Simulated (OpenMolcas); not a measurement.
Ti2+: ligand-field states by method

Ti2+ with its 6 nearest chloride ions at 2.62 Å, on the Y site of Cs2NaYCl6 (a = 10.7396 Å, distance in the model lattice 2.619 Å). The rest of the host is ab initio model potentials to 7.6 Å, with orthogonalisation functions on the cations behind the ligands, and point charges beyond; the distance is set by hand and nothing relaxes, and no local charge compensation is placed. Ligand basis ANO-RCC-VDZP.

```yaml
Program: OpenMolcas
Basis: ANO-RCC-VTZP [6s5p3d2f1g]
Scalar_Hamiltonian: DKH2, point nucleus
Active_space: 2 electrons in 5 orbitals (3d)
State_averaging: 2S+1 = 3 even, 10 roots; 2S+1 = 1 even, 15 roots
Spin-orbit_coupling: state interaction with AMFI integrals over the reference wave functions
```

I. CASSCF
II. SS-CASPT2, IPEA 0.25 Eh, imaginary shift 0.1 Eh (closed shells correlated: 3s 3p and the ligand valence shells)
III. SS-CASPT2, IPEA 0.5 Eh, imaginary shift 0.1 Eh (closed shells correlated: 3s 3p and the ligand valence shells)

Spin-free states (labels of O, the rotations of Oh) in cm-1, each column counted from its own energy of the first state listed:

```json
{"State": "3T1", "Degeneracy": "3", "I": "0", "II": "0", "III": "0"}
{"State": "3T2", "Degeneracy": "3", "I": "6294", "II": "7590", "III": "7480"}
{"State": "1T2", "Degeneracy": "3", "I": "11398", "II": "8100", "III": "8190"}
{"State": "1E", "Degeneracy": "2", "I": "11833", "II": "8980", "III": "9000"}
{"State": "3A2", "Degeneracy": "1", "I": "13659", "II": "15870", "III": "15940"}
{"State": "3T1", "Degeneracy": "3", "I": "17852", "II": "16150", "III": "16410"}
{"State": "1T2", "Degeneracy": "3", "I": "20051", "II": "17630", "III": "17790"}
{"State": "1A1", "Degeneracy": "1", "I": "21331", "II": "16750", "III": "17470"}
{"State": "1T1", "Degeneracy": "3", "I": "22259", "II": "20250", "III": "20100"}
{"State": "1E", "Degeneracy": "2", "I": "27332", "II": "26160", "III": "26230"}
{"State": "1A1", "Degeneracy": "1", "I": "46524", "II": "38480", "III": "39090"}
```

From I to II, I's first state of the same spin (3T2) moves from 6294 to 7590 cm-1, by about +1300 cm-1.

From I to II, I's first state of another spin (1T2) moves from 11398 to 8100 cm-1, by about -3300 cm-1.

I: A least-squares ligand-field fit to the states below 45000 cm-1, each weighted by its degeneracy and with a free common offset, gives 10Dq = 7461 cm-1, B = 828 cm-1 and C = 3020 cm-1 (C/B = 3.65), with an rms deviation of 113 cm-1. The same method and metal basis give the free ion B = 891 cm-1 (fit to its terms below 60000 cm-1, rms deviation 68 cm-1), so the nephelauxetic ratio is β = 828 / 891 = 0.93; it hangs on how both fits weigh the states, and computed free-ion B values tend to be too large, so β mixes covalency with correlation.

II: A least-squares ligand-field fit to the states below 45000 cm-1, each weighted by its degeneracy and with a free common offset, gives 10Dq = 8724 cm-1, B = 637 cm-1 and C = 2119 cm-1 (C/B = 3.33), with an rms deviation of 320 cm-1. The same method and metal basis give the free ion B = 791 cm-1 (fit to its terms below 60000 cm-1, rms deviation 557 cm-1), so the nephelauxetic ratio is β = 637 / 791 = 0.81; it hangs on how both fits weigh the states, and computed free-ion B values tend to be too large, so β mixes covalency with correlation.

III: A least-squares ligand-field fit to the states below 45000 cm-1, each weighted by its degeneracy and with a free common offset, gives 10Dq = 8660 cm-1, B = 666 cm-1 and C = 2122 cm-1 (C/B = 3.19), with an rms deviation of 200 cm-1. 

From I to II, 10Dq changes by +17 %, B by -23 % and C by -30 %.

χT at 300 K: I 1.12, II 1.11, III 1.11 cm3 K/mol.

Roots that are degenerate in the reference are averaged as groups; the widest CASPT2 spread within a group is 100 cm-1 (the 3-fold group of multiplicity 3 near 7480 cm-1 above the lowest state of its run, III). Shifts and gaps below about the spread of the groups concerned are not significant. Over all roots computed the reference weight is 0.67 to 0.69 in II, 0.68 to 0.69 in III; a low but even weight reflects the number of correlated electrons. An orbital triplet at a regular site is open to Jahn-Teller coupling, which can distort the site and quench the lowest spin-orbit gaps and is left out. Ligand-to-metal charge-transfer states are missing. With no ligand orbital active B as a rule stays too high, so bands that hang on it stand too high and its fall with covalency is understated. Without dynamic correlation the repulsion within the d shell is too large (B by tens of per cent), so at a given field states of lower spin stand too high (holds for I). With metal d orbitals alone and no dynamic correlation the field as a rule comes out too small, by tens of per cent, by up to half for chloride and softer ligands (holds for I). With one d shell and no ligand orbital active, 10Dq can be off by tens of per cent for divalent 3d ions, low with halides held by bare charges and at times high in hosts (holds for II; III). Free-ion shares, where given, are those of the reference states; single-state CASPT2 does not remix them (holds for II; III). No measured value stands beside these numbers; the geometry was set by hand and not optimised.
